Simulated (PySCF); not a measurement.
Compound: C₄H₁₁BO₂.
Geometry (PBE0-D3(BJ)/def2-SVP, Å), atoms numbered from 1 in this order:
```
atom  x, y, z in Å
C1     2.4956   -0.6518    0.0050
B2     1.0820   -0.0388    0.3468
O3     0.8562    0.7336    1.4560
O4     0.0417   -0.2745   -0.4909
C5    -1.2564    0.2576   -0.2601
C6    -1.9326    0.4051   -1.6085
C7    -2.0227   -0.6492    0.6863
H8     2.4595   -1.2708   -0.9018
H9     2.8735   -1.2764    0.8319
H10    3.2430    0.1435   -0.1559
H11    1.6503    0.8662    1.9791
H12   -1.1543    1.2516    0.2097
H13   -2.9360    0.8422   -1.4977
H14   -1.3397    1.0552   -2.2682
H15   -2.0308   -0.5773   -2.0959
H16   -1.5198   -0.7017    1.6627
H17   -3.0442   -0.2722    0.8464
H18   -2.0891   -1.6660    0.2687
```

Linear response at wB97X-D/def2-SVPD (PySCF, frozen core in the response, non-relativistic).

Static isotropic polarisability: 71.91 au (10.66 Å³), principal values 63.5, 69.2, 83.0 au.

(1) What is the polarisability at 1064 nm and at the sodium D line?

(2) What is the isotropic C6 coefficient between two such molecules, C6 = (3/π)∫α(iω)² dω?

(3) Which effective excitation energy ω̄ makes London's formula C6 = (3/4)α²ω̄ exact here?

(4) What three-body coefficient follows from the one-pole estimate C9 = (3/4)·α·C6?

(5) How many electrons N does the Slater–Kirkwood formula C6 = (3/4)·√N·α^(3/2) need to give this C6?

(6) The lowest 6 singlets have (eV, f): 8.05, 0.001; 8.30, 0.030; 8.74, 0.047; 8.78, 0.008; 8.94, 0.038; 9.04, 0.155. What share of the static polarisability do they carry in the sum over states α = Σ f/ω²?

(7) What molar refraction at the D line follows from R = (4π/3)·N_A·α′, with α′ the polarisability volume?

(8) How anisotropic is the static polarisability, by Δα² = ½[(α1 − α2)² + (α2 − α3)² + (α3 − α1)²]?

(9) What n − 1 at the D line would an ideal gas of it have at 273.15 K and 1 atm (2.6868 × 10¹⁹ cm⁻³), by n − 1 = 2π·N·α′?

Answers

(1) 72.38 au at 1064 nm (+0.6 %), 73.46 au at 589.3 nm (+2.2 %). The rise at 589.3 nm is 3.33 times that at 1064 nm; a pure ω² law gives 3.26. The lowest singlet lies at 154 nm, shorter than both wavelengths.

(2) 2346 au (Eh·bohr⁶) by a ten-point quadrature over imaginary frequencies, which is 1400 eV·Å⁶ or 135 J·nm⁶/mol.

(3) ω̄ = 4·C6/(3α²) = 0.605 Eh = 16.5 eV. A one-pole form α(ω) = α/(1 − ω²/ω̄²) fitted to the 1064 nm value gives 14.5 eV. London's choice of the ionisation energy (10.44 eV, ΔSCF at the same level) gives C6 = 1490 au, 37 % too low.

(4) 127000 au. This is an estimate from the two numbers above, not a computed integral.

(5) N = (4·C6/3)²/α³ = 26.3; the species has 56 electrons in all.

(6) 2.62 au, 3.6 % of α; the largest term, 1.41 au, is that of the state at 9.04 eV. Their oscillator strengths add up to 0.28. Higher states carry the rest.

(7) α′ = 10.89 Å³ gives R = 27.46 cm³/mol, for isolated, non-vibrating species.

(8) Δα = 17.4 au, or 0.24 of the isotropic value.

(9) 18.38 × 10⁻⁴, a formal value whether or not that pressure can be reached.

One conformer stands for the species.

Note: wB97X-D ran without an empirical dispersion term, which enters the total energy and its gradient alone.
